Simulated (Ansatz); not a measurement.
Relaxation of ClF3H2HfO (8 atoms, charge 0, multiplicity 1), to a largest force component of 0.03 eV/Å in at most 50 steps.

The calculation used RKS r2SCANh-D4/def2-SVP in Ansatz 0.2.0.

```xyz
8
Properties=species:S:1:pos:R:3
Hf 0.269 0.075 -0.101
Cl 0.178 -0.016 2.375
F 2.107 0.008 -0.539
F -0.337 1.685 -0.896
F -0.466 -1.459 -0.947
O -2.763 0.008 1.066
H -3.245 -0.811 0.906
H -2.357 -0.120 1.953
```

Problem. Where does it end, and by what steps?

Solution. The run converged. The force dipped under the threshold on the way, but the program's further checks kept it going. After 13 steps the energy has fallen by 0.718 eV; H7 moved furthest, 0.62 Å. Joined: Hf1–O6 (3.25 → 2.34 Å).

| step | energy less start (eV) | largest force component (eV/Å) | accepted |
| --- | --- | --- | --- |
| 0 | 0.0000 | 1.449 | yes |
| 1 | -0.1814 | 1.278 | yes |
| 2 | -0.3895 | 1.674 | yes |
| 3 | -0.6104 | 1.636 | yes |
| 4 | -0.6707 | 1.048 | yes |
| 5 | -0.6991 | 0.227 | yes |
| 6 | -0.6972 | 0.304 | no |
| 7 | -0.7131 | 0.057 | yes |
| 8 | -0.7153 | 0.021 | yes |
| 9 | -0.7167 | 0.122 | yes |
| 10 | -0.7174 | 0.028 | yes |
| 11 | -0.7177 | 0.023 | yes |
| 12 | -0.7179 | 0.031 | yes |
| 13 | -0.7180 | 0.010 | yes |

```xyz
8
Properties=species:S:1:pos:R:3
Hf -0.027 0.054 0.104
Cl 0.383 0.085 2.461
F 1.761 -0.107 -0.534
F -0.533 1.733 -0.642
F -0.771 -1.484 -0.784
O -2.228 -0.097 0.873
H -2.750 -0.836 0.532
H -2.448 0.022 1.806
```

Time of the run: 88 s on 4 threads of Intel(R) Xeon(R) Platinum 8259CL CPU @ 2.50GHz (Skylake/Cascade Lake) (shared host), peak memory 0.35 GiB.
